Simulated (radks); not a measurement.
Results of a calculation; reference values are marked as such.
Task: The mean radii <r> (bohr) of the occupied orbitals of an atom or ion are listed with their occupations. Code: a radial shooting solver on a logarithmic mesh with Libxc functionals. Model: non-relativistic Kohn-Sham, exchange-only B88, spin-polarised, spherical densities, point nucleus.

orbital  occ.     <r>
1s          2  0.9482

Name the element and its charge. Open shells, if any, are filled with parallel spins first.

Result: Z = 2, helium, charge 0: He in [He]. The 1s radius gives Z: for a bare nucleus <r> = 1.5/Z, 0.75 bohr for Z = 2, and screening makes it slightly larger (0.9482 here). The occupations add up to 2, and the charge is Z minus that.
